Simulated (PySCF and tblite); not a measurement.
The numbers below are computed, except where a source is named.
C8H10, numbered as in [CH2:1]=[CH:2][C:3]1=[CH:4][CH:5]=[CH:6][CH2:7][CH2:8]1.

The ensemble was built from 60 distance-geometry starts (ETKDG and KDG, MMFF94s, GFN2-xTB) and rests on GFN2-xTB geometries. Weights use PBE0-D3(BJ)/pcSseg-1 energies plus GFN2-xTB zero-point and thermal terms (modes under about 50 cm⁻¹ blended into free rotors). Symmetry numbers and mirror images are counted. Conformers within 5 kcal/mol (GFN2-xTB free energy) were kept, 10 at most. Codes: tblite and PySCF.

Torsions listed: C1–C2–C3–C8. The 6-ring runs over atoms 3–4–5–6–7–8. Of a mirror pair one member is shown.

| conformer | shape | symmetry |
| --- | --- | --- |
| 1 | 6-ring half-chair (ring torsions 15, 2, -32, 45, -32, 2°); 4° | C1 (pair) |
| 2 | 6-ring half-chair (ring torsions -15, -1, 32, -47, 34, -3°); 169° | C1 (pair) |

Question: Which of these conformers is the most populated at 298.15 K, and with what share?

Answer: Conformer 1, about 100 %.

Question: Give the DFT energies and free energies relative to the lowest, and all weights.

Answer: 
```json
{"conformer": "1", "shape": "6-ring half-chair (ring torsions 15, 2, -32, 45, -32, 2°); 4°", "E(DFT) kcal/mol": "0.00", "G(298.15 K) kcal/mol": "0.00", "weight %": "99.6"}
{"conformer": "2", "shape": "6-ring half-chair (ring torsions -15, -1, 32, -47, 34, -3°); 169°", "E(DFT) kcal/mol": "3.45", "G(298.15 K) kcal/mol": "3.20", "weight %": "0.4"}
```

Question: How does its share change from 200 K to 800 K?

Answer: From 100 % to 87 %; the mixing entropy goes from 1.38 to 2.14 cal/(mol K).
